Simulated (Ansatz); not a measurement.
Born–Oppenheimer molecular dynamics of a periodic cell of 13 atoms, Ti₁₂H (host Ti, host structure hcp, interstitial H). It goes on from the last frame of an earlier run, with new velocities.

Method: DFT PBE, scalar-relativistic, plane waves, PAW (Ansatz 0.2.0). Settings: cutoff 420 eV, k mesh 2x2x2, fermi-dirac smearing 0.05 eV, no spin polarisation.

```json
{
  "ensemble": "NVT, Langevin thermostat",
  "time step": "0.5 fs",
  "steps asked": "150",
  "set temperature": "840 K",
  "friction": "0.05 /fs",
  "seed": "66275"
}
```

Frames 0.5 fs apart, positions in Å.

Velocities at 5.0 fs (Å/ps):

```
Ti -5.53 -1.48 3.86
Ti 1.42 4.03 -4.52
Ti -1.94 8.07 5.51
Ti -1.28 1.70 -1.73
Ti 0.85 2.98 -4.57
Ti 2.34 -3.23 -4.51
Ti 1.14 -0.55 4.97
Ti 1.86 1.53 -1.04
Ti -4.09 0.53 0.11
Ti 0.19 0.15 -3.90
Ti 0.56 1.51 1.94
Ti -3.81 5.26 2.16
H -1.28 -10.23 -15.56
```

```xyz
13
Lattice="5.9000 0.0000 0.0000 -4.4250 7.6643 0.0000 0.0000 0.0000 4.6846" Properties=species:S:1:pos:R:3 time_fs=5.0 energy_less_start_eV=0.212 T=570
Ti -0.132 0.040 0.067
Ti -0.004 1.712 2.316
Ti -1.445 2.483 -0.003
Ti -1.547 4.157 2.420
Ti -2.950 5.038 -0.155
Ti -2.944 6.849 2.425
Ti 3.019 0.043 0.117
Ti 2.939 1.666 2.386
Ti 1.415 2.514 -0.041
Ti 1.484 4.373 2.183
Ti -0.162 4.986 0.035
Ti -0.160 6.834 2.213
H 1.305 5.768 3.268
13
Lattice="5.9000 0.0000 0.0000 -4.4250 7.6643 0.0000 0.0000 0.0000 4.6846" Properties=species:S:1:pos:R:3 time_fs=5.5 energy_less_start_eV=0.225 T=566
Ti -0.135 0.038 0.069
Ti -0.003 1.714 2.314
Ti -1.446 2.487 0.000
Ti -1.547 4.158 2.419
Ti -2.949 5.039 -0.158
Ti -2.943 6.848 2.423
Ti 3.019 0.043 0.119
Ti 2.940 1.666 2.386
Ti 1.413 2.514 -0.042
Ti 1.484 4.373 2.181
Ti -0.161 4.987 0.036
Ti -0.162 6.837 2.213
H 1.303 5.765 3.261
13
Lattice="5.9000 0.0000 0.0000 -4.4250 7.6643 0.0000 0.0000 0.0000 4.6846" Properties=species:S:1:pos:R:3 time_fs=6.0 energy_less_start_eV=0.230 T=616
Ti -0.137 0.037 0.072
Ti -0.002 1.715 2.312
Ti -1.446 2.491 0.003
Ti -1.548 4.159 2.419
Ti -2.949 5.041 -0.161
Ti -2.942 6.846 2.420
Ti 3.019 0.042 0.120
Ti 2.942 1.667 2.385
Ti 1.411 2.514 -0.042
Ti 1.484 4.372 2.179
Ti -0.161 4.987 0.038
Ti -0.163 6.840 2.214
H 1.300 5.767 3.258
13
Lattice="5.9000 0.0000 0.0000 -4.4250 7.6643 0.0000 0.0000 0.0000 4.6846" Properties=species:S:1:pos:R:3 time_fs=6.5 energy_less_start_eV=0.223 T=546
Ti -0.138 0.035 0.076
Ti -0.002 1.717 2.310
Ti -1.446 2.494 0.005
Ti -1.548 4.160 2.418
Ti -2.950 5.043 -0.164
Ti -2.942 6.844 2.418
Ti 3.019 0.042 0.121
Ti 2.944 1.668 2.384
Ti 1.410 2.513 -0.043
Ti 1.484 4.371 2.177
Ti -0.161 4.987 0.040
Ti -0.164 6.843 2.215
H 1.294 5.774 3.262
13
Lattice="5.9000 0.0000 0.0000 -4.4250 7.6643 0.0000 0.0000 0.0000 4.6846" Properties=species:S:1:pos:R:3 time_fs=7.0 energy_less_start_eV=0.215 T=593
Ti -0.139 0.032 0.079
Ti -0.002 1.719 2.308
Ti -1.446 2.498 0.007
Ti -1.549 4.162 2.418
Ti -2.950 5.045 -0.166
Ti -2.940 6.843 2.415
Ti 3.020 0.042 0.122
Ti 2.945 1.669 2.384
Ti 1.409 2.513 -0.044
Ti 1.485 4.369 2.174
Ti -0.161 4.987 0.041
Ti -0.165 6.846 2.216
H 1.284 5.780 3.272
13
Lattice="5.9000 0.0000 0.0000 -4.4250 7.6643 0.0000 0.0000 0.0000 4.6846" Properties=species:S:1:pos:R:3 time_fs=7.5 energy_less_start_eV=0.209 T=592
Ti -0.141 0.030 0.082
Ti -0.003 1.721 2.307
Ti -1.447 2.502 0.009
Ti -1.549 4.163 2.419
Ti -2.950 5.048 -0.168
Ti -2.938 6.841 2.413
Ti 3.020 0.042 0.123
Ti 2.947 1.670 2.383
Ti 1.408 2.513 -0.045
Ti 1.486 4.368 2.172
Ti -0.160 4.986 0.041
Ti -0.166 6.850 2.216
H 1.273 5.785 3.281
13
Lattice="5.9000 0.0000 0.0000 -4.4250 7.6643 0.0000 0.0000 0.0000 4.6846" Properties=species:S:1:pos:R:3 time_fs=8.0 energy_less_start_eV=0.202 T=679
Ti -0.143 0.028 0.085
Ti -0.003 1.722 2.305
Ti -1.448 2.506 0.011
Ti -1.550 4.164 2.420
Ti -2.950 5.051 -0.170
Ti -2.937 6.840 2.410
Ti 3.021 0.041 0.123
Ti 2.949 1.671 2.382
Ti 1.407 2.513 -0.046
Ti 1.487 4.366 2.171
Ti -0.160 4.986 0.043
Ti -0.167 6.853 2.217
H 1.263 5.793 3.292
13
Lattice="5.9000 0.0000 0.0000 -4.4250 7.6643 0.0000 0.0000 0.0000 4.6846" Properties=species:S:1:pos:R:3 time_fs=8.5 energy_less_start_eV=0.192 T=704
Ti -0.145 0.026 0.088
Ti -0.004 1.723 2.303
Ti -1.449 2.509 0.012
Ti -1.550 4.165 2.420
Ti -2.950 5.054 -0.172
Ti -2.935 6.838 2.406
Ti 3.021 0.040 0.123
Ti 2.951 1.673 2.381
Ti 1.406 2.513 -0.047
Ti 1.488 4.364 2.169
Ti -0.159 4.987 0.044
Ti -0.168 6.856 2.218
H 1.257 5.802 3.304
13
Lattice="5.9000 0.0000 0.0000 -4.4250 7.6643 0.0000 0.0000 0.0000 4.6846" Properties=species:S:1:pos:R:3 time_fs=9.0 energy_less_start_eV=0.182 T=681
Ti -0.147 0.024 0.091
Ti -0.004 1.725 2.301
Ti -1.451 2.513 0.014
Ti -1.550 4.165 2.419
Ti -2.950 5.058 -0.174
Ti -2.934 6.836 2.403
Ti 3.021 0.039 0.123
Ti 2.954 1.675 2.380
Ti 1.406 2.512 -0.049
Ti 1.489 4.362 2.168
Ti -0.158 4.987 0.044
Ti -0.169 6.859 2.218
H 1.252 5.813 3.316
13
Lattice="5.9000 0.0000 0.0000 -4.4250 7.6643 0.0000 0.0000 0.0000 4.6846" Properties=species:S:1:pos:R:3 time_fs=9.5 energy_less_start_eV=0.174 T=772
Ti -0.149 0.022 0.094
Ti -0.004 1.726 2.300
Ti -1.453 2.516 0.015
Ti -1.550 4.165 2.419
Ti -2.951 5.062 -0.176
Ti -2.932 6.833 2.400
Ti 3.022 0.037 0.122
Ti 2.956 1.676 2.380
Ti 1.406 2.511 -0.050
Ti 1.490 4.360 2.166
Ti -0.157 4.988 0.045
Ti -0.170 6.862 2.218
H 1.246 5.826 3.331
13
Lattice="5.9000 0.0000 0.0000 -4.4250 7.6643 0.0000 0.0000 0.0000 4.6846" Properties=species:S:1:pos:R:3 time_fs=10.0 energy_less_start_eV=0.169 T=830
Ti -0.151 0.021 0.096
Ti -0.004 1.728 2.299
Ti -1.455 2.519 0.017
Ti -1.550 4.165 2.419
Ti -2.952 5.067 -0.179
Ti -2.931 6.830 2.397
Ti 3.023 0.036 0.122
Ti 2.958 1.677 2.378
Ti 1.406 2.511 -0.050
Ti 1.490 4.358 2.163
Ti -0.156 4.989 0.046
Ti -0.171 6.866 2.219
H 1.238 5.842 3.348
13
Lattice="5.9000 0.0000 0.0000 -4.4250 7.6643 0.0000 0.0000 0.0000 4.6846" Properties=species:S:1:pos:R:3 time_fs=10.5 energy_less_start_eV=0.166 T=812
Ti -0.153 0.019 0.099
Ti -0.004 1.729 2.298
Ti -1.458 2.523 0.018
Ti -1.550 4.165 2.418
Ti -2.952 5.071 -0.182
Ti -2.930 6.827 2.393
Ti 3.024 0.035 0.121
Ti 2.959 1.678 2.377
Ti 1.405 2.510 -0.051
Ti 1.490 4.356 2.162
Ti -0.154 4.990 0.047
Ti -0.173 6.869 2.219
H 1.229 5.859 3.369
```

Of the whole run (75 fs, mean temperature of the second half 710 K): The mean temperature of the second half is 15 % below the set value. A run of 0.075 ps of so small a system gives no equilibrium averages. Limits of this set-up: coarse k mesh, odd electron count without spin.

Time of the run: 16 min on 1 thread of Arm Neoverse V1 (shared host), peak memory 0.66 GiB.
